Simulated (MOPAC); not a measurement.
Input for MOPAC: PM6 on CH2O2S (a complex), monomers drawn apart or pushed together.

```
PM6 1SCF PRECISE CHARGE=0 THREADS=1
CH2O2S

O      0.87780738 1    -0.37903569 1    -0.13047217 1
C     -0.00268354 1     0.32793359 1     0.13379475 1
O     -0.88200986 1     1.04496805 1     0.37377867 1
S      0.16059732 1    -0.78932203 1     3.86757551 1
H      0.01612948 1     0.46073599 1     4.33559715 1
H      1.50059780 1    -0.72416342 1     3.91978271 1
```

It printed:

```
*******************************************************************************
 **                                                                           **
 **                              MOPAC v23.2.5                                **
 **                                                                           **
 *******************************************************************************
 ** MOPAC's Digital Object Identifier: https://doi.org/10.5281/zenodo.6511958 **
 **                                                                           **
 ** Please cite the open-source release paper for use of this MOPAC version:  **
 ** J. E. Moussa and J. J. P. Stewart (2026)                                  **
 ** MOPAC: An open-source semiempirical molecular orbital program             **
 ** J. Open Source Softw., 11(119), 8025, https://doi.org/10.21105/joss.08025 **
 *******************************************************************************

                              PM6 CALCULATION RESULTS

 *******************************************************************************
 *  PM6        - The PM6 Hamiltonian to be used
 *
 *
 *
 *                 CHARGE ON SYSTEM = 0
 *
 *
 *
 *  PRECISE    - TIGHTER CRITERIA TO BE USED
 *  1SCF       - DO 1 SCF AND THEN STOP
 *  THREADS=1  - MULTI-THREADING NOT USED
 *  T=         - A TIME OF 172800.0 SECONDS REQUESTED
 *  DUMP=N     - RESTART FILE WRITTEN EVERY 7200.0 SECONDS REQUESTED
 *******************************************************************************
PM6 1SCF PRECISE CHARGE=0 THREADS=1
 CH2O2S

   ATOM   CHEMICAL          X               Y               Z
  NUMBER   SYMBOL      (ANGSTROMS)     (ANGSTROMS)     (ANGSTROMS)

     1       O          0.87780738  *  -0.37903569  *  -0.13047217  *
     2       C         -0.00268354  *   0.32793359  *   0.13379475  *
     3       O         -0.88200986  *   1.04496805  *   0.37377867  *
     4       S          0.16059732  *  -0.78932203  *   3.86757551  *
     5       H          0.01612948  *   0.46073599  *   4.33559715  *
     6       H          1.50059780  *  -0.72416342  *   3.91978271  *



          CARTESIAN COORDINATES

    NO.       ATOM           X           Y           Z

     1         O          0.8778     -0.3790     -0.1305
     2         C         -0.0027      0.3279      0.1338
     3         O         -0.8820      1.0450      0.3738
     4         S          0.1606     -0.7893      3.8676
     5         H          0.0161      0.4607      4.3356
     6         H          1.5006     -0.7242      3.9198

 General Reference for PM6:
 "Optimization of Parameters for Semiempirical Methods V: Modification of NDDO Approximations
 and Application to 70 Elements", J. J. P. Stewart, J. Mol. Mod., 13, 1173-1213 (2007)
 URL: https://link.springer.com/article/10.1007/s00894-007-0233-4

           Empirical Formula: C H2 O2 S  =     6 atoms



      MOLECULAR POINT GROUP   :   Cs


      RHF CALCULATION, NO. OF DOUBLY OCCUPIED LEVELS = 12


 -------------------------------------------------------------------------------
 PM6 1SCF PRECISE CHARGE=0 THREADS=1
 CH2O2S



     1SCF WAS SPECIFIED, SO BFGS WAS NOT USED
     SCF FIELD WAS ACHIEVED


                              PM6 CALCULATION
                                                       MOPAC v23.2.5 Linux




          FINAL HEAT OF FORMATION =        -87.00157 KCAL/MOL =    -364.01458 KJ/MOL


          COSMO AREA              =        116.22 SQUARE ANGSTROMS
          COSMO VOLUME            =         97.12 CUBIC ANGSTROMS

          IONIZATION POTENTIAL    =          9.611407 EV
          HOMO LUMO ENERGIES (EV) =         -9.611  0.307
          NO. OF FILLED LEVELS    =         12
          MOLECULAR WEIGHT        =         78.0856         POINT GROUP:  Cs

          MOLECULAR DIMENSIONS (Angstroms)

            Atom       Atom       Distance
            H     5    O     1     4.62531
            H     6    O     3     3.78303
            S     4    H     6     0.88271


          SCF CALCULATIONS        =          1





   ATOM   CHEMICAL          X               Y               Z
  NUMBER   SYMBOL      (ANGSTROMS)     (ANGSTROMS)     (ANGSTROMS)

     1       O          0.87780738  *  -0.37903569  *  -0.13047217  *
     2       C         -0.00268354  *   0.32793359  *   0.13379475  *
     3       O         -0.88200986  *   1.04496805  *   0.37377867  *
     4       S          0.16059732  *  -0.78932203  *   3.86757551  *
     5       H          0.01612948  *   0.46073599  *   4.33559715  *
     6       H          1.50059780  *  -0.72416342  *   3.91978271  *

                             CARTESIAN COORDINATES

   1    O        0.877807380    -0.379035690    -0.130472170
   2    C       -0.002683540     0.327933590     0.133794750
   3    O       -0.882009860     1.044968050     0.373778670
   4    S        0.160597320    -0.789322030     3.867575510
   5    H        0.016129480     0.460735990     4.335597150
   6    H        1.500597800    -0.724163420     3.919782710


           Empirical Formula: C H2 O2 S  =     6 atoms



      MOLECULAR POINT GROUP   :   Cs


                  EIGENVALUES
 -35.69049 -33.82572 -30.42414 -21.36164 -18.11581 -18.09858 -16.28192 -14.66985
 -12.93223 -12.92166 -11.93227  -9.61141   0.30694   0.45735   0.47663   1.08746
   1.37068   1.92476   2.03053   2.04803   2.91956   3.69218   4.06730


              NET ATOMIC CHARGES AND DIPOLE CONTRIBUTIONS

  ATOM NO.   TYPE          CHARGE      No. of ELECS.   s-Pop       p-Pop       d-Pop
    1          O          -0.325253        6.3253     1.84109     4.48416
    2          C           0.650557        3.3494     1.04887     2.30057
    3          O          -0.325423        6.3254     1.84109     4.48433
    4          S          -0.368915        6.3689     1.91866     4.30707     0.14318
    5          H           0.184528        0.8155     0.81547
    6          H           0.184506        0.8155     0.81549
 DIPOLE           X         Y         Z       TOTAL
 POINT-CHG.     1.058     1.149     0.501     1.640
 HYBRID        -0.152    -0.196     0.018     0.249
 SUM            0.907     0.952     0.519     1.414


          ATOMIC ORBITAL ELECTRON POPULATIONS

     Atom    s        px        py        pz      x^2-y^2     xz        z^2       yz        xy
    1  O   1.84109   1.39787   1.48073   1.60556
    2  C   1.04887   0.78327   0.76995   0.74735
    3  O   1.84109   1.39814   1.47382   1.61238
    4  S   1.91866   1.14102   1.27467   1.89138   0.08772   0.00187   0.02692   0.02408   0.00259
    5  H   0.81547
    6  H   0.81549

 **********************
 *                    *
 * JOB ENDED NORMALLY *
 *                    *
 **********************




 == MOPAC DONE ==
```

The run finished.

Cost: very roughly 0.03 core-seconds.
